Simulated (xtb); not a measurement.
xtb input (GFN1-xTB):

```bash
xtb mol.xyz --gfn 1 --sp --chrg 1 --uhf 0
```
mol.xyz:
```
14

C     -1.48889913    -1.37204895     0.01822211
N     -0.24473335    -0.76946525     0.59240763
C      0.90635820    -1.72540911     0.54877063
Ge     0.20672412     0.97513027    -0.28382941
H     -1.31967311    -1.58987480    -1.03411687
H     -1.72241457    -2.29460688     0.54669421
H     -2.31367069    -0.67076315     0.12158638
H     -0.43098150    -0.55924100     1.57327388
H      1.77249409    -1.27357431     1.02667020
H      0.63615854    -2.64255520     1.06911718
H      1.13485043    -1.95197820    -0.49044091
H      0.45935614     0.53172064    -1.71970566
H      1.43623098     1.42478967     0.49668856
H     -1.05914308     1.79291955    -0.05603577
```

Output:

```
           -------------------------------------------------
          |                Calculation Setup                |
           -------------------------------------------------

           -------------------------------------------------
          |                 G F N 1 - x T B                 |
           -------------------------------------------------

        Reference                      10.1021/acs.jctc.7b00118
      * Hamiltonian:
        H0-scaling (s, p, d)           1.850000    2.250000    2.000000
        zeta-weighting                 0.000000
      * Dispersion:
        s8                             2.400000
        a1                             0.630000
        a2                             5.000000
        s9                             0.000000
      * Repulsion:
        kExp                           1.500000
        rExp                           1.000000
      * Coulomb:
        alpha                          2.000000
        third order                    atomic
        anisotropic                    false
      * Halogen bond correction:
        rad-scale                      1.300000
        damping                        0.440000

          ...................................................
          :                      SETUP                      :
          :.................................................:
          :  # basis functions                  42          :
          :  # atomic orbitals                  41          :
          :  # shells                           29          :
          :  # electrons                        26          :
          :  # halogen bonds                     0          :
          :  max. iterations                   250          :
          :  Hamiltonian                  GFN1-xTB          :
          :  restarted?                      false          :
          :  GBSA solvation                  false          :
          :  PC potential                    false          :
          :  electronic temp.          300.0000000     K    :
          :  accuracy                    1.0000000          :
          :  -> integral cutoff          0.2500000E+02      :
          :  -> integral neglect         0.1000000E-07      :
          :  -> SCF convergence          0.1000000E-05 Eh   :
          :  -> wf. convergence          0.2000000E-04 e    :
          :  Broyden damping             0.4000000          :
          :  net charge                          1          :
          :  unpaired electrons                  0          :
          ...................................................

 iter      E             dE          RMSdq      gap      omega  full diag
   1    -14.0890060 -0.140890E+02  0.591E+00    6.26       0.0  T
   2    -14.1515800 -0.625740E-01  0.354E+00    5.00       1.0  T
   3    -14.0854789  0.661011E-01  0.189E+00    6.95       1.0  T
   4    -14.1766088 -0.911299E-01  0.328E-01    5.76       1.0  T
   5    -14.1782930 -0.168425E-02  0.590E-02    5.95       1.0  T
   6    -14.1783015 -0.842896E-05  0.213E-02    5.93       1.3  T
   7    -14.1783010  0.442316E-06  0.809E-03    5.94       3.3  T
   8    -14.1783023 -0.128063E-05  0.265E-03    5.93      10.1  T
   9    -14.1783025 -0.203976E-06  0.103E-03    5.94      25.9  T
  10    -14.1783025 -0.282213E-07  0.217E-05    5.94    1230.5  T
  11    -14.1783025 -0.412292E-11  0.273E-06    5.94    9785.7  T

   *** convergence criteria satisfied after 11 iterations ***

         #    Occupation            Energy/Eh            Energy/eV
      -------------------------------------------------------------
         1        2.0000           -0.9943266             -27.0570
       ...           ...                  ...                  ...
         7        2.0000           -0.7457082             -20.2918
         8        2.0000           -0.7111675             -19.3519
         9        2.0000           -0.7003616             -19.0578
        10        2.0000           -0.6983864             -19.0041
        11        2.0000           -0.6616252             -18.0037
        12        2.0000           -0.6610956             -17.9893
        13        2.0000           -0.6588804             -17.9290 (HOMO)
        14                         -0.4406863             -11.9917 (LUMO)
        15                         -0.4401383             -11.9768
        16                         -0.4307469             -11.7212
        17                         -0.4062163             -11.0537
        18                         -0.3690042             -10.0411
       ...                                ...                  ...
        41                          0.3385225               9.2117
      -------------------------------------------------------------
                  HL-Gap            0.2181941 Eh            5.9374 eV
             Fermi-level           -0.5497834 Eh          -14.9604 eV

 SCC (total)                   0 d,  0 h,  0 min,  0.024 sec
 SCC setup                      ...        0 min,  0.000 sec (  0.339%)
 Dispersion                     ...        0 min,  0.000 sec (  0.166%)
 classical contributions        ...        0 min,  0.000 sec (  0.068%)
 integral evaluation            ...        0 min,  0.007 sec ( 27.328%)
 iterations                     ...        0 min,  0.007 sec ( 27.685%)
 molecular gradient             ...        0 min,  0.010 sec ( 43.647%)
 printout                       ...        0 min,  0.000 sec (  0.705%)

         :::::::::::::::::::::::::::::::::::::::::::::::::::::
         ::                     SUMMARY                     ::
         :::::::::::::::::::::::::::::::::::::::::::::::::::::
         :: total energy             -14.030457873763 Eh    ::
         :: gradient norm              0.031245275625 Eh/a0 ::
         :: HOMO-LUMO gap              5.937362783916 eV    ::
         ::.................................................::
         :: SCC energy               -14.178302549119 Eh    ::
         :: -> electrostatic           0.122463633584 Eh    ::
         :: repulsion energy           0.152566932466 Eh    ::
         :: dispersion energy         -0.004722257110 Eh    ::
         :: halogen bond corr.         0.000000000000 Eh    ::
         :: add. restraining           0.000000000000 Eh    ::
         :: total charge               1.000000000000 e     ::
         :::::::::::::::::::::::::::::::::::::::::::::::::::::

           -------------------------------------------------
          |                Property Printout                |
           -------------------------------------------------

    * Orbital Energies and Occupations

         #    Occupation            Energy/Eh            Energy/eV
      -------------------------------------------------------------
         1        2.0000           -0.9943266             -27.0570
         2        2.0000           -0.8585741             -23.3630
         3        2.0000           -0.8414773             -22.8978
         4        2.0000           -0.8257175             -22.4689
         5        2.0000           -0.7782483             -21.1772
         6        2.0000           -0.7465321             -20.3142
         7        2.0000           -0.7457082             -20.2918
         8        2.0000           -0.7111675             -19.3519
         9        2.0000           -0.7003616             -19.0578
        10        2.0000           -0.6983864             -19.0041
        11        2.0000           -0.6616252             -18.0037
        12        2.0000           -0.6610956             -17.9893
        13        2.0000           -0.6588804             -17.9290 (HOMO)
        14                         -0.4406863             -11.9917 (LUMO)
        15                         -0.4401383             -11.9768
Note: The following floating-point exceptions are signalling: IEEE_DENORMAL
normal termination of xtb
        16                         -0.4307469             -11.7212
        17                         -0.4062163             -11.0537
        18                         -0.3690042             -10.0411
        19                         -0.3175012              -8.6396
        20                         -0.2883974              -7.8477
        21                         -0.2784292              -7.5764
        22                         -0.2689653              -7.3189
        23                         -0.2567902              -6.9876
        24                         -0.2531639              -6.8889
       ...                                ...                  ...
        41                          0.3385225               9.2117
      -------------------------------------------------------------
                  HL-Gap            0.2181941 Eh            5.9374 eV
             Fermi-level           -0.5497834 Eh          -14.9604 eV

  Mulliken/CM5 charges         n(s)   n(p)   n(d)
     1C     0.04861 -0.05053   1.009  2.943  0.000
     2N    -0.27143 -0.67048   1.524  3.748  0.000
     3C     0.04861 -0.05053   1.009  2.943  0.000
     4Ge    0.40555  0.25091   1.504  1.799  0.292
     5H     0.07601  0.13808   0.924  0.000  0.000
     6H     0.07919  0.13989   0.921  0.000  0.000
     7H     0.07933  0.14064   0.921  0.000  0.000
     8H     0.24664  0.44004   0.753  0.000  0.000
     9H     0.07933  0.14064   0.921  0.000  0.000
    10H     0.07919  0.13989   0.921  0.000  0.000
    11H     0.07601  0.13808   0.924  0.000  0.000
    12H     0.01563  0.07934   0.984  0.000  0.000
    13H     0.01868  0.08202   0.981  0.000  0.000
    14H     0.01868  0.08202   0.981  0.000  0.000

Wiberg/Mayer (AO) data.
largest (>0.10) Wiberg bond orders for each atom

 ---------------------------------------------------------------------------
     #   Z sym  total        # sym  WBO       # sym  WBO       # sym  WBO
 ---------------------------------------------------------------------------
     1   6 C    3.937 --     6 H    0.979     5 H    0.966     7 H    0.958
                             2 N    0.945
     2   7 N    3.459 --     3 C    0.945     1 C    0.945     8 H    0.924
                             4 Ge   0.589
     3   6 C    3.937 --    10 H    0.979    11 H    0.966     9 H    0.958
                             2 N    0.945
     4  32 Ge   3.477 --    12 H    0.883    14 H    0.880    13 H    0.880
                             2 N    0.589
     5   1 H    0.995 --     1 C    0.966
     6   1 H    0.994 --     1 C    0.979
     7   1 H    0.995 --     1 C    0.958
     8   1 H    0.946 --     2 N    0.924
     9   1 H    0.995 --     3 C    0.958
    10   1 H    0.994 --     3 C    0.979
    11   1 H    0.995 --     3 C    0.966
    12   1 H    0.996 --     4 Ge   0.883
    13   1 H    0.996 --     4 Ge   0.880
    14   1 H    0.996 --     4 Ge   0.880
 ---------------------------------------------------------------------------

Topologies differ in total number of bonds
Writing topology from bond orders to xtbtopo.mol

 dipole moment from electron density (au)
     X       Y       Z
  -0.3284  -0.9554   0.8464  total (Debye):    3.350

           -------------------------------------------------
          | TOTAL ENERGY              -14.030457873763 Eh   |
          | GRADIENT NORM               0.031245275625 Eh/α |
          | HOMO-LUMO GAP               5.937362783916 eV   |
           -------------------------------------------------

------------------------------------------------------------------------
------------------------------------------------------------------------
 total:
 SCF:
```

It need not be the lowest isomer of its formula.
